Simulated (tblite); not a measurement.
Species: C2H12N2OSi3.
Bonds: N1–C2, C2–O3 (double), C2–Si4, Si4–N5, N5–Si6, N5–C7, C7–Si8. Hydrogens: H9, H10 on N1; H11, H12 on Si4; H13, H14, H15 on Si6; H16, H17 on C7; H18, H19, H20 on Si8.

The geometry is computed with GFN2-xTB (gas phase).

(1) What internal coordinates does the optimisation give?

Answers

(1) 
```
                     bond  length (pm)
                    N1–C2        134.4
                    C2=O3        122.3
                   C2–Si4        189.9
                   Si4–N5        169.9
                   N5–Si6        177.4
                    N5–C7        145.6
                   C7–Si8        190.5
                    N1–H9        101.0
                   N1–H10        100.3
         Si4–H11, Si4–H12        147.4
                  Si6–H13        148.3
         Si6–H14, Si6–H15        145.7
           C7–H16, C7–H17        109.3
Si8–H18, Si8–H19, Si8–H20        146.5
```

Bonds in one row agree within 1 pm and their mean is given. A selection of angles:
```
     angle  degrees
  N1–C2–O3    120.8
 N1–C2–Si4    118.3
 O3–C2–Si4    120.9
 C2–Si4–N5    101.2
Si4–N5–Si6    124.4
 Si4–N5–C7    116.8
 Si6–N5–C7    118.6
 N5–C7–Si8    113.5
  H9–N1–C2    120.3
 H10–N1–C2    121.1
```

Dihedral angles: N1–C2–Si4–N5 178° (antiperiplanar); C2–Si4–N5–Si6 1° (synperiplanar); Si4–N5–C7–Si8 -93° (anticlinal). The mirror-image conformer, all signs reversed, is as good.

Si6 and O3 aren't drawn bonded (4 bonds apart) but lie 2.49 Å from each other; Cordero's covalent radii sum to 1.77 Å. Si8 (SiH3 silicon) is tetrahedral (angles from 107.5° to 110.7°). The C–N distances run from 1.344 Å (N1–C2, drawn single) to 1.456 Å (N5–C7, drawn single), a spread of 0.112 Å. Si6 (SiH3 silicon) is distorted tetrahedral (angles from 100.3° to 122.3°). The N–Si distances run from 1.699 Å (Si4–N5, drawn single) to 1.774 Å (N5–Si6, drawn single), a spread of 0.075 Å. N1 (nitrogen bound to a carbonyl carbon) is planar (angles 121.1°, 120.3° and 118.7°, sum 360.0°, 0.00 Å off the plane of its three neighbours). Si4 (SiH2 silicon) is distorted tetrahedral (angles from 101.2° to 115.8°).

Point group: C1 (no symmetry element, even within 0.4 Å). Its GFN2-xTB frequencies are all real (lowest 30 cm⁻¹). The numbers are those of one conformer (H–N1–C2–O3 0° and 180°, N1–C2–Si4–N5 178°, C2–Si4–N5–Si6 1°, Si4–N5–C7–Si8 -93°).

Time: 1.6 s. Hardware: Arm Neoverse V2, one thread, no GPU (shared host). These figures are those of the optimisation.
